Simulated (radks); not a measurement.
Valence configurations of Se I (all share [Ar]). Calculated with a radial shooting solver on a logarithmic mesh with Libxc functionals: scalar-relativistic Kohn-Sham, BLYP, spin-polarised, spherical densities, finite nucleus; open shells are filled with parallel spins first; Fermi nuclear charge, rms radius 4.14 fm. Energies are relative to 3d10 4s2 4p4; eigenvalues in eV for spin up.

valence,E (eV),moment (Bohr magnetons),e(3d),e(4p),e(4s)
3d10 4s2 4p4,0.000,2,-52.948,-6.876,-17.730
3d9 4s2 4p5,51.742,2,-65.299,-7.991,-19.831
3d10 4s1 4p5,10.828,2,-54.624,-7.568,-18.736
3d9.5 4s1.5 4p5,30.347,2,-59.873,-7.778,-19.284
3d8.5 4s1.5 4p6,87.213,2,-72.407,-8.824,-21.250
3d10 4p6,22.743,0,-56.071,-7.538,-
3d8 4s2 4p6,112.93,2,-78.138,-9.034,-21.774
3d9.5 4s0.5 4p6,42.234,1,-61.370,-8.078,-19.770
3d8.5 4s2 4p5.5,81.132,2,-71.657,-8.518,-20.818
3d10 4s1.5 4p4.5,5.397,2,-53.793,-7.225,-18.239

NIST lists [Ar] 3d10 4s2 4p4 as the ground configuration; this level of theory agrees among the configurations tried. The energies are those of spherical high-spin densities, not of single terms.
